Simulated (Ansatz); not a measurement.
One change: `F[Si](F)(F)[SeH]` becomes `F[Si](F)(F)[GeH3]`.

Ansatz, PBE0-D4/def2-TZVP geometries, multiplicity 1. Each molecule was computed in one conformer, which needn't be the lowest.

Scalar relativity is left out up to krypton.

```csv
property,`F[Si](F)(F)[SeH]`
size of the dipole moment (PBE/def2-TZVPP) / D,1.49
zero-point energy (PBE0-D4/def2-TZVP) / kJ/mol,46.9
LUMO energy (ωB97M-V/def2-TZVPP) / eV,1.46
HOMO–LUMO gap (ωB97M-V/def2-TZVPP) / eV,11.65
LUMO energy (PBE0/def2-TZVPP) / eV,-0.47
size of the dipole moment (B3LYP/def2-TZVPP) / D,1.57
```

(1) Give the same properties after the change, and the shifts. (An estimate is asked.)

Results:

(1) The calculation gave: 
```
                                        property  `F[Si](F)(F)[GeH3]`  shift
  size of the dipole moment (PBE/def2-TZVPP) / D                 1.87   0.38
  zero-point energy (PBE0-D4/def2-TZVP) / kJ/mol                 86.6   39.7
           LUMO energy (ωB97M-V/def2-TZVPP) / eV                 1.81   0.35
         HOMO–LUMO gap (ωB97M-V/def2-TZVPP) / eV                13.17   1.52
              LUMO energy (PBE0/def2-TZVPP) / eV                -0.04   0.43
size of the dipole moment (B3LYP/def2-TZVPP) / D                 1.99   0.42
```

With PBE0 the HOMO falls by 1.26 eV and the LUMO rises by 0.43 eV, so the gap widens by about 1.69 eV. PBE moves the HOMO by -1.20 eV and ωB97M-V by -1.18 eV. The zero-point energy changes by 39.7 kJ/mol with +6 modes. Dipoles are sizes alone; their direction can turn.

B3LYP here is the variant with VWN-RPA as its local correlation; programs differ in this.

Spin–orbit coupling is left out; it splits and shifts lone-pair levels of the heavy atoms by tenths of an eV.
